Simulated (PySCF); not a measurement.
Symmetry of computed structures. Theory: PBE0-D3(BJ)/def2-SVP geometry optimisation, gas phase (PySCF). The symmetry is that of the one conformer found, every atom within 0.08 Å of its image; none is proved a minimum here. The geometries of the anions come from a basis without diffuse functions.

Question: What symmetry has `[O:1]=[CH:2]/[CH:3]=[CH:4]/[CH:5]=[CH:6]/[C:7]([Cl:8])=[CH:9]\[O-:10]` (charge -1) with O1–C2–C3–C4 180°, C3–C4–C5–C6 180°, C5–C6–C7–Cl8 0°?

Answer: Cs; near-prolate asymmetric top; symmetry number 1; 2 operations, which sort the 16 atoms into 16 sets; dipole about the centre of mass 3.80 D, in the ab plane, which is the mirror; A, B, C = 2490, 364.7, 318.1 MHz.

Question: Point group, rotor type and polarity of `[CH2:1]=[CH:2][CH2:3][C@H:4]([CH3:5])[AsH2:6]` with C1–C2–C3–C4 115°, C2–C3–C4–C5 -174°, C3–C4–As6–H 74° and 167°?

Answer: C1; asymmetric top; symmetry number 1; this conformer is chiral (no improper operation); dipole 1.10 D; A, B, C = 3197, 1320, 990.6 MHz.

Question: Point group, rotor type and polarity of `[CH3:1][C:2]([Cl:3])([Cl:4])[Cl:5]`?

Answer: C3v; oblate symmetric top; symmetry number 3; 6 operations, which sort the 8 atoms into 4 sets; dipole 1.77 D, along the axis; A, B, C = 2368, 2368, 1699 MHz; heavy atoms equivalent by symmetry: Cl3/Cl4/Cl5.

Question: Point group, rotor type and polarity of `[CH3:1][CH:2]([CH3:3])[c:4]1[n:5][cH:6][cH:7][nH:8]1` with C1–C2–C4–N5 117°?

Answer: Cs; near-prolate asymmetric top; symmetry number 1; 2 operations, which sort the 18 atoms into 14 sets; dipole 3.48 D, in the ab plane, which is the mirror; A, B, C = 4348, 1406, 1381 MHz; heavy atoms equivalent by symmetry: C1/C3.

Question: What symmetry has `P` (PH3)?

Answer: C3v; oblate symmetric top; symmetry number 3; 6 operations, which sort the 4 atoms into 2 sets; dipole 0.91 D, along the axis.

Question: What symmetry has `[CH3:1][S@@:2](=[O:3])[CH:4]=[S:5]` with C1–S2–C4–S5 51°?

Answer: C1; asymmetric top; symmetry number 1; this conformer is chiral (no improper operation); dipole 2.39 D.
